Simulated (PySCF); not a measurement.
Molecule: SMILES [Al@@H-]1([C]#CC)[O]C=CC=[O+]1, C6H7AlO2.

Bonds (- single, = double, # triple, : aromatic): C1-C2, C2#C3, C3-Al4, Al4-O5, O5-C6, C6=C7, C7-C8, C8=O9, O9-Al4. C1 carries H10, H11, H12; Al4 carries H13; C6 carries H14; C7 carries H15; C8 carries H16. Formal charges: Al4 -1, O9 +1. Stereochemistry as in CC#[C][Al@@H-]1[O]C=CC=[O+]1.

Frames of a GFN2-xTB Langevin trajectory at 300 K; GIAO PBE0/pcSseg-1 shieldings in PySCF, gas phase, non-relativistic; equivalent atoms averaged within each frame.

Scale: TMS for 13C (186.93 ppm) and 1H (31.72 ppm); 27Al (489.97 ppm) vs AlH4-; H2O for 17O (336.08 ppm) (reference shieldings calculated alike). The references are static minima.

How do the shifts (ppm) fluctuate along the trajectory?

## Answers


```tsv
time (fs)	C6/C8	C2	C7	C3	C1	Al4	O5/O9	H14/H16	H15	H13
250	189.2	127.7	116.2	98.7	8.4	29.4	309.7	8.25	6.67	4.36
425	195.0	121.9	104.2	97.6	-0.2	24.5	343.5	8.66	5.42	4.29
625	191.2	109.6	103.8	91.8	4.5	25.7	335.5	8.69	4.87	4.65
800	194.2	114.2	114.8	101.9	3.6	19.2	328.8	8.80	6.52	4.59
1000	188.4	119.8	106.6	106.2	7.2	22.0	316.9	8.38	5.84	4.53
mean of frames	191.6	118.7	109.1	99.2	4.7	24.2	326.9	8.56	5.86	4.48
standard deviation	2.9	7.0	6.0	5.3	3.4	3.9	13.7	0.23	0.75	0.15
```

5 frames give an uncertainty of the mean of about the standard deviation over 2.2 at best, since frames this close in time may not be independent; classical motion lacks zero-point vibration, and the reference would need the same averaging.
